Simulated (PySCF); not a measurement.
## Ru: interval between two levels

Ru [Kr] 4d7 5s1 [5F5, M_J = 5] → Ru [Kr] 4d6 5s1 6s1 [7D5, M_J = 5], as a difference of total energies. Calculation: PySCF 2.14, in x2c-SVPall-2c with one added diffuse shell each of s, p, d type (7s9p7d1f, 76 functions); the two-component X2C-1e Hamiltonian. Correlated levels: [Ar] 3d10 frozen; the 6 highest virtual spinors dropped. "Screened" scales the spin-orbit matrix elements by Boettger's factors to mimic the two-electron term; Breit and QED terms are absent.

| method | interval between two levels (cm⁻¹) |
| --- | --- |
| GHF (spin-free) | 35019 |
| GMP2 (spin-free) | 43917 |
| GHF (screened spin-orbit) | 35315 |
| GMP2 (screened spin-orbit) | 44218 |

The labels give the starting determinants; with spin-orbit coupling the two ends relaxed to ⟨J²⟩ = 30.01, ⟨L²⟩ = 12.09, ⟨S²⟩ = 5.98 and ⟨J²⟩ = 30.01, ⟨L²⟩ = 6.09, ⟨S²⟩ = 11.95.

The promoted electron is Rydberg-like, and one or two diffuse shells describe it only roughly, which tends to raise the upper state.
